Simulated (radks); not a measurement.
Results of a calculation; reference values are marked as such.
The mean radii <r> (bohr) of the occupied orbitals of an atom or ion are listed with their occupations. Level of theory: Dirac Kohn-Sham, PBE, spin-unpolarised, spherical densities, finite nucleus; Fermi nuclear charge, rms radius of each element as measured or else 0.836 A^(1/3) + 0.57 fm (a radial shooting solver on a logarithmic mesh with Libxc functionals).

orbital  occ.     <r>
1s1/2       2  0.1763
2s1/2       2  0.9615
2p1/2       2  0.9822
2p3/2       2  0.9839

Name the element and its charge. Open shells, if any, fill j = l - 1/2 first.

Answer. Z = 9, fluorine, charge +1: F+ in [He] 2s2 2p4. The 1s radius gives Z: for a bare nucleus <r> = (2 gamma + 1)/(2Z) with gamma = sqrt(1 - (Z/c)^2), 0.1664 bohr for Z = 9, and screening makes it slightly larger (0.1763 here). The occupations add up to 8, and the charge is Z minus that.
